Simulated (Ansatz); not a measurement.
Mg₉S₉ (started as a model of: 2x3x3 MgS rock-salt block). Charge 0, multiplicity 1. Geometry PBE-D4/def2-SVP; atoms count from 1.

```xyz
18

Mg    1.758   -2.684    1.085
Mg    0.660    1.337    3.042
Mg   -0.812   -0.651    0.882
Mg   -1.774   -2.229   -1.833
Mg   -2.872    1.791    0.123
Mg    2.537    0.290    0.830
Mg    1.245   -1.604   -1.757
Mg    0.079    2.665    0.320
Mg   -1.213    0.772   -2.268
S     1.100   -1.005    2.684
S    -0.297   -3.053   -0.116
S    -1.559    1.565    2.131
S    -2.957   -0.483   -0.668
S     3.365   -1.759   -0.393
S     2.169    2.618    1.737
S     0.726    0.582   -0.788
S    -0.480   -1.264   -3.570
S    -1.676    3.113   -1.441
```

Single mean-field runs in def2-TZVP are fitted with def2-universal-jkfit. Another isomer (singlet) lies 0.23 eV lower at PBE0-D4/def2-TZVP; other spin states weren't run for this one.

Q: Estimate the Mulliken populations from the PBE0/def2-TZVP orbitals of Ansatz.

A: 
| atom | charge (e) |
| --- | --- |
| Mg1 | 0.49 |
| Mg2 | 0.49 |
| Mg3 | 1.69 |
| Mg4 | 0.49 |
| Mg5 | 0.49 |
| Mg6 | 0.88 |
| Mg7 | 0.88 |
| Mg8 | 0.88 |
| Mg9 | 0.88 |
| S10 | -0.82 |
| S11 | -0.82 |
| S12 | -0.82 |
| S13 | -0.82 |
| S14 | -0.77 |
| S15 | -0.77 |
| S16 | -0.81 |
| S17 | -0.77 |
| S18 | -0.77 |
Mulliken values depend strongly on the basis.

Q: And the Mayer bond orders between heavy atoms (over 0.3)?

A: Mg1–S10 0.72 (2.41 Å); Mg1–S11 0.72 (2.41 Å); Mg1–S14 0.89 (2.37 Å); Mg2–S10 0.72 (2.41 Å); Mg2–S12 0.72 (2.41 Å); Mg2–S15 0.89 (2.37 Å); Mg4–S11 0.72 (2.41 Å); Mg4–S13 0.72 (2.41 Å); Mg4–S17 0.89 (2.37 Å); Mg5–S12 0.72 (2.41 Å); Mg5–S13 0.72 (2.41 Å); Mg5–S18 0.89 (2.37 Å); Mg6–S14 0.56 (2.53 Å); Mg6–S15 0.56 (2.53 Å); Mg6–S16 0.42 (2.45 Å); Mg7–S14 0.56 (2.53 Å); Mg7–S16 0.42 (2.45 Å); Mg7–S17 0.56 (2.53 Å); Mg8–S15 0.56 (2.53 Å); Mg8–S16 0.42 (2.45 Å); Mg8–S18 0.56 (2.53 Å); Mg9–S16 0.42 (2.45 Å); Mg9–S17 0.56 (2.53 Å); Mg9–S18 0.56 (2.53 Å).
